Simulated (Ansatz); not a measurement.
`FC1=C(F)C(F)(F)C1`, 10 atoms. Charge 0, multiplicity 1. All runs use 4 threads of an Arm Neoverse V1 on a shared host. Correlated methods freeze the cores.

(1) How many basis functions does each run have, and how long does it take in Ansatz? RKS PBE0-D4/def2-QZVPP energy; RKS LC-ωPBE/def2-TZVPP energy; RKS ωB97M-V/def2-SVP energy; RKS PBE-D4/def2-TZVPP energy and forces; RHF-CCSD(T)/def2-SVP energy; RKS CAM-B3LYP-D4/def2-TZVPP energy; RKS PBE0-D4/def2-SVP energy; RKS ωB97M-V/def2-QZVPP energy; RKS PBE0-D4/def2-TZVP frequencies; RKS PBE0-D4/def2-TZVP relaxation (5 steps); RHF-MP2/def2-QZVPP energy; direct RPA on PBE orbitals/def2-TZVPP energy. (Estimate.)

Results:

(1) Ansatz gave: Other jobs shared the machine, so times are rough.

```json
{"level": "RKS PBE0-D4/def2-SVP", "job": "energy", "functions": "122", "wall time": "1.6 s", "peak host memory (GiB)": "0.57"}
{"level": "RKS ωB97M-V/def2-SVP", "job": "energy", "functions": "122", "wall time": "6 s", "peak host memory (GiB)": "0.57"}
{"level": "RKS LC-ωPBE/def2-TZVPP", "job": "energy", "functions": "276", "wall time": "7.5 s", "peak host memory (GiB)": "0.57"}
{"level": "RKS PBE-D4/def2-TZVPP", "job": "energy and forces", "functions": "276", "wall time": "7.5 s", "peak host memory (GiB)": "0.37"}
{"level": "RKS CAM-B3LYP-D4/def2-TZVPP", "job": "energy", "functions": "276", "wall time": "9 s", "peak host memory (GiB)": "0.85"}
{"level": "direct RPA on PBE orbitals/def2-TZVPP", "job": "energy", "functions": "276", "wall time": "10 s", "peak host memory (GiB)": "0.79"}
{"level": "RKS PBE0-D4/def2-QZVPP", "job": "energy", "functions": "516", "wall time": "13 s", "peak host memory (GiB)": "2"}
{"level": "RKS ωB97M-V/def2-QZVPP", "job": "energy", "functions": "516", "wall time": "29 s", "peak host memory (GiB)": "2.4"}
{"level": "RHF-CCSD(T)/def2-SVP", "job": "energy", "functions": "122", "wall time": "32 s", "peak host memory (GiB)": "0.87"}
{"level": "RKS PBE0-D4/def2-TZVP", "job": "relaxation (5 steps)", "functions": "260", "wall time": "54 s", "peak host memory (GiB)": "0.79"}
{"level": "RHF-MP2/def2-QZVPP", "job": "energy", "functions": "516", "wall time": "57 s", "peak host memory (GiB)": "3.8"}
{"level": "RKS PBE0-D4/def2-TZVP", "job": "frequencies", "functions": "260", "wall time": "4.6 min", "peak host memory (GiB)": "0.79"}
```

LC-ωPBE has ω = 0.4 bohr⁻¹.
